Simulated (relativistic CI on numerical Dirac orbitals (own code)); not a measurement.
**Hyperfine structure of Gd24+, mass number 157**

Method of calculation: Dirac-Coulomb-Breit CI, separate exchange-only KLI orbitals for each configuration, model QED (radiative potential, 1s self-energy scaled to tabulated hydrogen-like ionisation energies), unscaled Slater integrals (own radial code, finite nucleus).

Configurations in the expansion (outside the closed core [Ar] 3d10): 4s²4p⁶4d⁴, 4s²4p⁵4d⁵, 4s²4p⁶4d³4f, 4s4p⁶4d⁵, 4s4p⁶4d⁴4f, 4s²4p⁶4d³5s, 4s²4p⁶4d³5d, 4s²4p⁶4d³6s, 4p⁶4d⁶, 4p⁵4d⁷, 4s²4p⁶4d²5s², 4s²4p⁶4d4f5s², 4s4p⁶4d²4f5s², 4s²4p⁶4d5s²5d, 4p⁶4d⁵5s, 4p⁵4d⁶5s. Double excitations out of closed p, d and f shells are left out; levels of such configurations are missing from the list, as are those of other unlisted configurations, and high levels can miss mixing partners.

Nuclear spin I = 3/2, μ = -0.3398 μN, Q = 1.35 b (tables of Stone and Pyykkö). The electronic factors are computed for point nuclear moments, without core polarisation or the Bohr-Weisskopf and QED corrections.

```json
{"Level": "4s²4p⁶4d⁴ ⁵D1", "E (cm⁻¹)": "39148.4", "A (MHz)": "57.07", "B (MHz)": "4040"}
{"Level": "4s²4p⁶4d⁴ ⁵D2", "E (cm⁻¹)": "62517.9", "A (MHz)": "-781.5", "B (MHz)": "4990"}
{"Level": "4s²4p⁶4d⁴ ⁵D3", "E (cm⁻¹)": "74523.1", "A (MHz)": "-1280", "B (MHz)": "1050"}
{"Level": "4s²4p⁶4d⁴ ³G3", "E (cm⁻¹)": "120229.1", "A (MHz)": "-1564", "B (MHz)": "2370"}
{"Level": "4s²4p⁶4d⁴ ³H5", "E (cm⁻¹)": "131040.1", "A (MHz)": "-1662", "B (MHz)": "9130"}
{"Level": "4s²4p⁶4d⁴ ³P1", "E (cm⁻¹)": "134732.7", "A (MHz)": "-1607", "B (MHz)": "-3.22"}
{"Level": "4s²4p⁶4d⁴ ³H6", "E (cm⁻¹)": "139794.3", "A (MHz)": "-1736", "B (MHz)": "10300"}
{"Level": "4s²4p⁶4d⁴ ³G4", "E (cm⁻¹)": "149078.3", "A (MHz)": "-1895", "B (MHz)": "-4330"}
```

Levels with J = 0, under 50 % of one LS term, or S terms without an open s electron are left out. Small factors come from cancelling terms and can be off by tens of per cent or more.

At this charge energies of transitions that change n are usually good to better than 1 %, and those within a shell (Δn = 0) to a few per cent. Terms inside the open d or f shell come out 10 to 20 % too wide with unscaled integrals.

**Question.** Give the hyperfine levels of 4s²4p⁶4d⁴ ⁵D2 relative to its centre of gravity.

**Answer.** With K = F(F + 1) − I(I + 1) − J(J + 1), E = AK/2 + B[¾K(K + 1) − I(I + 1)J(J + 1)]/[2I(2I − 1)J(2J − 1)]: F = 1/2: 7880, F = 3/2: 2344, F = 5/2: -2726, F = 7/2: -1098 MHz.

LS names give the leading component of a level, which can be under half, so a name can repeat, a term be missing and a line seem to break the LS rules.
